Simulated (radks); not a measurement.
Problem. All-electron atom: In4+ in [Ar] 3d10 4s1 4p6 4d10 (not the ground configuration). All-electron calculation, Dirac Kohn-Sham, PBEsol, spin-unpolarised, spherical densities, finite nucleus; Fermi nuclear charge, rms radius 4.6156 fm. Program: a radial shooting solver on a logarithmic mesh with Libxc functionals. Some entries of the table are withheld. Estimate them.

orbital,occ.,eigenvalue (hartree),r(max) (bohr),<1/r> (bohr^-1)
1s1/2,2,-1020.712,0.01922,51.84
2s1/2,2,-154.4441,0.1088,12.00
2p1/2,2,-144.1904,0.08384,11.98
2p3/2,4,-136.4455,0.08828,11.19
3s1/2,2,-30.86477,(1),4.226
3p1/2,2,-26.72397,0.3021,4.135
3p3/2,4,-25.32432,0.3123,3.942
3d3/2,4,-17.99018,0.2564,3.785
3d5/2,6,-17.70327,0.2593,3.736
4s1/2,1,-6.23036,0.7672,1.659
4p1/2,2,-4.86391,(2),1.545
4p3/2,4,-4.61111,(3),1.484
4d3/2,4,-2.46217,0.9076,1.217
4d5/2,6,-2.42628,0.9167,1.202
5s1/2,0,-1.66970,1.878,0.6338
5p1/2,0,(4),2.102,(5)
5p3/2,0,(6),2.163,(7)

Solution. 
(1) 3s1/2 r(max) (bohr): 0.3158
(2) 4p1/2 r(max) (bohr): 0.7951
(3) 4p3/2 r(max) (bohr): 0.8193
(4) 5p1/2 eigenvalue (hartree): -1.33471
(5) 5p1/2 <1/r> (bohr^-1): 0.5589
(6) 5p3/2 eigenvalue (hartree): -1.29810
(7) 5p3/2 <1/r> (bohr^-1): 0.5432
